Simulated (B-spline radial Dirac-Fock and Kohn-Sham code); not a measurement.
# Elastic scattering of 5.48 keV electrons by atomic bismuth

Model: relativistic (Dirac) partial waves in the static field of the Dirac-Fock atom with Furness-McCarthy exchange, without polarisation or absorption potentials. Program: a B-spline atomic structure program.

| θ (°) | dσ/dΩ (Å²/sr) | Sherman function |
| --- | --- | --- |
| 5 | 10.6 | 0.000 |
| 10 | 1.56 | -0.001 |
| 15 | 0.488 | -0.002 |
| 20 | 0.218 | 0.002 |
| 25 | 0.114 | 0.012 |
| 30 | 0.0687 | 0.021 |
| 35 | 0.0455 | 0.022 |
| 40 | 0.0319 | 0.010 |
| 45 | 0.0234 | -0.016 |
| 50 | 0.0181 | -0.049 |
| 55 | 0.0147 | -0.076 |
| 60 | 0.0124 | -0.085 |
| 65 | 0.0108 | -0.070 |
| 70 | 0.00954 | -0.033 |
| 75 | 0.00848 | 0.020 |
| 80 | 0.00749 | 0.081 |
| 85 | 0.00652 | 0.143 |
| 90 | 0.00556 | 0.199 |
| 95 | 0.00465 | 0.238 |
| 100 | 0.00384 | 0.250 |
| 105 | 0.00320 | 0.213 |
| 110 | 0.00280 | 0.113 |
| 115 | 0.00271 | -0.036 |
| 120 | 0.00297 | -0.174 |
| 125 | 0.00361 | -0.253 |
| 130 | 0.00462 | -0.269 |
| 135 | 0.00599 | -0.251 |
| 140 | 0.00765 | -0.218 |
| 145 | 0.00952 | -0.182 |
| 150 | 0.0115 | -0.147 |
| 155 | 0.0135 | -0.117 |
| 160 | 0.0153 | -0.089 |
| 165 | 0.0168 | -0.064 |
| 170 | 0.0180 | -0.042 |
| 175 | 0.0188 | -0.021 |

The total elastic cross section is 1.34 Å², the first transport cross section 0.110 Å² and the second, weighted with (3/2) sin²θ, 0.142 Å². The mean deflection is ⟨1 − cos θ⟩ = 0.0823, and 2.8 % of the collisions scatter beyond 90°.

On this grid of angles the cross section has a minimum near 115°.

Values without a named source are computed, but for edge energies of neutral atoms, which are taken from tables.
